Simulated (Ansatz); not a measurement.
`[AlH2][N]1[CH2][AlH]1` + `BBO` → `BB[O][AlH2]` + `[CH2]1[NH][AlH]1` at 600 K and 1 bar (ligand exchange at the Al–N bond).

Calculated with Ansatz (gas phase, PBE0-D4/def2-TZVP geometries, no zero-point term in ΔE). CCSD(T)/CBS is the MP2 limit (def2-TZVPP, def2-QZVPP) plus CCSD(T) − MP2 in def2-TZVPP, frozen cores. Each species was taken in one conformer, which may not be the lowest.

| species | CCSD(T)/CBS energy (Eh) | H − E (kJ/mol) | S (J/(mol·K)) |
| --- | --- | --- | --- |
| `[AlH2][N]1[CH2][AlH]1` | -579.76217 | 192.5 | 413.5 |
| `BBO` | -127.16606 | 163.4 | 327.8 |
| `BB[O][AlH2]` | -369.81813 | 189.7 | 422.5 |
| `[CH2]1[NH][AlH]1` | -337.12157 | 164.8 | 328.5 |

H − E and S are ideal-gas, rigid-rotor, harmonic terms from PBE0-D4/def2-TZVP, for one conformer and one mirror image of each species. 1 Eh = 2625.50 kJ/mol, R = 8.31446 J/(mol·K).

Q: By hand: ΔE, ΔH, ΔS and ΔG.

A: ΔE = (-369.81813) + (-337.12157) − (-579.76217) − (-127.16606) = -0.01147 Eh = -30.1 kJ/mol. Δ(H − E) = 189.7 + 164.8 − 192.5 − 163.4 = -1.4, so ΔH = -31.5 kJ/mol. ΔS = 422.5 + 328.5 − 413.5 − 327.8 = 9.7 J/(mol·K). ΔG = -31.5 − 600 × (9.7)/1000 = -37.3 kJ/mol.

Q: By hand: the equilibrium constant, and the temperature at which ΔG would vanish if ΔH and ΔS stayed fixed.

A: log₁₀ K = −ΔG/(RT ln 10) = 3.2. ΔH and −TΔS have one sign here, so there is no such temperature.

The number of gas molecules stays the same, so ΔS is small and ΔH decides. A doubt of 5 kJ/mol in ΔE shifts log₁₀ K by 0.4 here. Other conformers and mirror images would add mixing entropy, several J/(mol·K) or more a flexible species. These are equilibria of isolated gas molecules and say nothing of rates. Largest T1 diagnostic: 0.015 (customary marks: 0.02 for closed shells, 0.045 for open ones).

ΔS is within the doubt of such terms, so its sign, and with it that verdict, could turn.
